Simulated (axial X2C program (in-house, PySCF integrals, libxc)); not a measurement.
NNdO⁻: the levels of the configuration f(δφ)1 s1 f(π)0

Calculated with an axial X2C code built on PySCF integrals: two-component X2C with atomic mean-field Coulomb and Gaunt terms, basis N dyall-v2z, Nd dyall-v2z, O dyall-v2z (cores contracted in-house). Orbitals come from Hartree–Fock averaged over the configuration Nd f(δφ)1 s1 f(π)0; CI then distributes these electrons over the f(δφ), s, f(π) shells of Nd.

N–Nd–O held linear, bonds 1.672 and 1.720 Å (the second held) (near the minimum of the configuration average).

Lowest levels of this model:

```csv
Ω,energy (cm⁻¹),g∥,configuration
2,0,2.15,100% f(δφ)1 s1
3,74,6.17,100% f(δφ)1 s1
4,3173,10.00,100% f(δφ)1 s1
3,3269,6.00,100% f(δφ)1 s1
1,3464,0.02,100% f(δφ)1 s1
2,3557,4.02,100% f(δφ)1 s1
3,6041,7.84,100% f(δφ)1 s1
2,6129,3.84,100% f(δφ)1 s1
```

g∥ is the magnitude of 2⟨Lz + ge Sz⟩ for the +Ω component.

Problem. From Ω and g∥ of the lowest level, whose 2⟨Lz + ge Sz⟩ is positive, find ⟨Sz⟩ and ⟨Lz⟩ (ge = 2.0023).

Solution. Ω = ⟨Lz⟩ + ⟨Sz⟩ = 2 and ⟨Lz⟩ + ge⟨Sz⟩ = 1.075, so ⟨Sz⟩ = -0.92 and ⟨Lz⟩ = 2.92.

Occupations of the active spinors in the lowest level by ω, shell by shell in order of energy: -7/2: 0.00; -5/2: 0.00 0.00; -3/2: 0.00 0.00; -1/2: 1.00 0.00; 1/2: 0.00 0.00; 3/2: 0.00 0.00; 5/2: 0.84 0.16; 7/2: 0.00. The leading determinant has weight 0.83 among 10.

This point took 3.1 s on 1 thread of Intel(R) Xeon(R) Platinum 8259CL CPU @ 2.50GHz (Skylake/Cascade Lake), with other jobs on the host.

There is no dynamic correlation: spin–orbit spacings and, for f shells, spacings inside one term are the most reliable numbers, splittings between terms come out too wide, and energies between configurations are not reliable, so the lowest level need not be the ground state of the molecule. At most 6 roots were kept for each Ω > 0 (twice that for Ω = 0) within 3.5 eV of the lowest, so higher up levels can be missing between those listed; levels with Ω > 0 are doubly degenerate and listed once, Ω = 0 levels singly. States that fill the shells left empty in the average are placed too high. For an anion, levels above electron detachment are held by the basis set. The molecule was held linear; bending was not examined.
